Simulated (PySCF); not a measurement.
## Which determinant of KPb⁺ lies lowest?

Unrestricted PBE0; basis K def2-SVP, Pb def2-SVP with ECP60; scalar-relativistic core potentials; PySCF 2.14. Outer shells of the fragments: K+ closed shells only; Pb 5d10 6s2 6p2.

Followed along the bond (rough minima from three points):

```
2Ms+1  unpaired  ⟨S²⟩ at the start  R at minimum (Å)  Te (eV)
    3  σ ↑, π ↑               2.00              3.98     0.00
    1  σ ↑, π ↓               1.00              4.04     0.28
    1      none               0.00              3.89     0.53
    3      π ↑↑               2.00  none in the scan   ≤ 0.48
    1      π ↑↓               1.00  none in the scan   ≤ 0.79
```

Solutions found at the starting distance of 3.440 Å, counted from the lowest of them; the search is not exhaustive and high or unbound solutions are not listed, so other states can lie among these:

| 2Ms+1 | unpaired | term | E (eV) | ⟨S²⟩ | ⟨Lz²⟩ | μ (D) |
| --- | --- | --- | --- | --- | --- | --- |
| 3 | σ ↑, π ↑ | ³Π | 0.00 | 2.00 | 1.00 | -11.11 |
| 1 | σ ↑, π ↓ | mixed | 0.31 | 1.00 | 1.00 | -11.06 |
| 3 | π ↑↑ | ³Σ⁻ | 0.50 | 2.00 | 0.00 | -11.85 |
| 1 | none | ¹Σ⁺ | 0.56 | 0.00 | 0.00 | -9.94 |
| 1 | π ↑↓ | mixed | 0.80 | 1.00 | 2.01 | -11.75 |
| 1 | none | mixed | 1.57 | 0.00 | 2.00 | -11.42 |

A term symbol is given only where ⟨S²⟩ and ⟨Lz²⟩ are close to those of a pure state; real π, δ and φ orbitals otherwise mix terms. A positive dipole points towards Pb; it is taken about the centre of mass and depends on that origin.

Spin–orbit coupling is left out, which matters for elements this heavy, above all for dissociation energies.
